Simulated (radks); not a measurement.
Results of a calculation; reference values are marked as such.
Charge is removed step by step from the 5p down level of the lanthanum ion La2+, starting from [Kr] 4d10 5s2 5p(up 3, down 3) 5d1. Code: a radial shooting solver on a logarithmic mesh with Libxc functionals. Model: scalar-relativistic Kohn-Sham, r2SCAN, spin-polarised, spherical densities, finite nucleus; open shells are filled with parallel spins first (spin-orbit coupling, left out, can overturn this in heavy ions); meta-GGA in the generalised Kohn-Sham scheme; Fermi nuclear charge, rms radius 4.855 fm.

\begin{tabular}{lrrr}
removed (e) & E - E(0) (eV) & eigenvalue (eV) & E minus straight line (eV) \\ \hline
0 & 0.000 & -35.147 & 0.000 \\
0.25 & 9.110 & -37.769 & -0.998 \\
0.5 & 18.881 & -40.428 & -1.336 \\
0.75 & 29.320 & -43.118 & -1.006 \\
1 & 40.435 & -45.834 & 0.000 \\
\end{tabular}

Removing the whole electron costs 40.435 eV by Delta-SCF, against 35.147 eV from minus the eigenvalue at the starting occupation. Slater's transition state (half an electron removed) gives 40.428 eV. Integrating minus the eigenvalue over the occupation (Janak's theorem) gives 40.449 eV. In this scalar-relativistic scheme the density is built from large components alone, so the theorem holds only approximately. The mean slope of the eigenvalue, de/dn, is 10.7 eV per electron.
